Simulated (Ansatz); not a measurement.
Basis-set extrapolation for C₉H₂₀ (`CC(C)C(C)C(C)(C)C`) (PBE0-D4/def2-TZVP geometry, frozen core, the Gaussian-basis code of Ansatz). Multiplicity 1, RHF reference.

|  | def2-TZVPP | def2-QZVPP |
| --- | --- | --- |
| HF | -352.582478 | -352.599026 |
| MP2 correlation | -1.611168 | -1.708596 |
| CCSD(T) correlation | -1.776383 | not run |

Energies in hartree. Use E(X) = E(∞) + A·exp(−7.88·√X) for Hartree–Fock and E(X) = E(∞) + B·X^(−2.97) for correlation, with X = 3 and 4, and add CCSD(T) minus MP2 of the smaller set to the MP2 limit.

Task: What is the CCSD(T) energy at the basis-set limit?

Result: HF limit: -352.599026 + (-0.016548) × 0.13774 = -352.60131. MP2 limit: -1.708596 + (-0.097428) × 0.74074 = -1.78076. Higher-order term: -1.776383 − (-1.611168) = -0.16522. Total: -354.54729 hartree, 118.2 kcal/mol below CCSD(T)/def2-TZVPP.
